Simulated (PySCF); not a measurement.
**UHF on N (nitrogen, neutral)**

Configuration: [He] 2s2 2p3, high-spin 4S determinant. Calculation: PySCF 2.14, in cc-pVDZ-DK (3s2p1d, 14 functions); scalar relativity by spin-free X2C-1e.

```json
{
  "Total energy": "-54.420267 hartree",
  "One-electron energy": "-74.0018 hartree",
  "Hartree (Coulomb) energy": "26.1978 hartree",
  "Exchange energy": "-6.6163 hartree",
  "⟨S²⟩": "3.7540",
  "⟨L²⟩": "0.000",
  "Sum of ⟨r⟩": "7.309 bohr",
  "Sum of ⟨r²⟩": "11.83 bohr²",
  "Langevin diamagnetic susceptibility": "-9.37 ×10⁻⁶ cm³/mol",
  "Time after the integrals": "0.06 s of wall time on 1 thread of Neoverse-N1 (shared host)"
}
```

```csv
shell,electrons,mean orbital energy (eV),"rms radius, mean of both spins (bohr)"
1s α,1,-426.60,0.265
1s β,1,-424.12,0.265
2s α,1,-31.529,1.47
2s β,1,-19.749,1.47
2p α,3,-15.337,1.57
```
